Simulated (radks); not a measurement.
Effect of the nuclear size on neutral nickel, [Ar] 3d8 4s2. Method: Dirac Kohn-Sham, BLYP, spin-unpolarised, spherical densities, finite nucleus; open shells fill j = l - 1/2 first; Fermi nuclear charge, rms radius 3.7757 fm; computed with a radial shooting solver on a logarithmic mesh with Libxc functionals. The rms radius is varied about that value; shifts are against it.

rms radius (fm)  total energy shift (eV)  density at nucleus (e/bohr^3)  1s1/2 shift (meV)  2s1/2 shift (meV)  2p1/2 shift (meV)  3s1/2 shift (meV)
3.3                              -0.0374                      1.975e+04              -15.9              -1.47              0.141             -0.211
3.636                            -0.0115                      1.966e+04              -4.87             -0.452              0.043             -0.065
3.7757                                 0                      1.962e+04              0.000              0.000              0.000              0.000
4.1155                            0.0296                      1.954e+04               12.6               1.17             -0.112              0.167
4.6517                            0.0813                      1.942e+04               34.5               3.20             -0.306              0.458

Slopes of the eigenvalues against <r^2> in GHz/fm^2, as finite differences over the two radii next to the reference (eigenvalue slopes, not the field-shift constants of lines): 1s1/2 1130, 2s1/2 105, 2p1/2 -10.1, 3s1/2 15.1.
